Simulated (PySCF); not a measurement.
**TDDFT excited states: C8H10**

C8H10.
SMILES with atom numbers: `[CH2:1]=[CH:2][C:3]#[C:4][CH:5]=[C:6]([CH3:7])[CH3:8]` (hydrogens: H9, H10 on C1; H11 on C2; H12 on C5; H13, H14, H15 on C7; H16, H17, H18 on C8)

Method used: TDDFT wB97X-D/def2-SVPD, vertical, gas phase, core orbitals frozen in the response in PySCF. Isolated species at its GFN2-xTB geometry, gas phase.

```csv
state,E (eV),λ (nm),ν̃ (cm⁻¹),f,|μ| (D),"main configurations (H = HOMO, L = LUMO)"
S1,4.67,265.8,37630,0.612,5.88,H→L (92%)
S2,4.94,251.0,39840,0.0008,0.21,H-1→L (97%)
S3,5.80,213.7,46790,0.0014,0.25,"H→L+2 (57%), H→L+5 (15%), H→L+7 (13%)"
S4,6.27,197.8,50550,0.0001,0.07,H→L+1 (78%)
S5,6.71,184.9,54090,0.066,1.61,"H→L+3 (80%), H→L+2 (10%)"
S6,7.05,176.0,56820,0.229,2.93,H-2→L (79%)
S7,7.15,173.5,57640,0.0083,0.55,"H→L+5 (30%), H→L+2 (18%), H→L+7 (11%)"
S8,7.28,170.3,58730,0.0001,0.06,H→L+4 (79%)
```

Triplets, Tamm–Dancoff:

```
state  E (eV)  λ (nm)  main configurations (H = HOMO, L = LUMO)
   T1    2.87   432.1                                 H→L (91%)
   T2    4.27   290.5     H-2→L (44%), H→L+3 (34%), H→L+2 (11%)
   T3    4.74   261.8                               H-1→L (89%)
```

The lowest singlet lies at 4.67 eV (266 nm, ultraviolet) and is strong; its leading configuration is HOMO→LUMO (92%). The lowest level is also the most intense of those listed (f = 0.612). Löwdin shares by element: HOMO carbon 66% or more (atoms not listed hold the other 34%); LUMO carbon 62% or more (atoms not listed hold the other 38%). The listed states span 2.62 eV, and the widest gap between neighbours is 0.86 eV (S2 to S3). Of the 8 states listed, 3 reach f = 0.01 and 2 stay under 0.0005. Orbital energies (eV): HOMO-3 -11.89, HOMO-2 -10.20, HOMO-1 -9.43, HOMO -7.79, LUMO 0.48, LUMO+1 2.26, LUMO+2 2.51. The window holds the lowest 8 singlets.
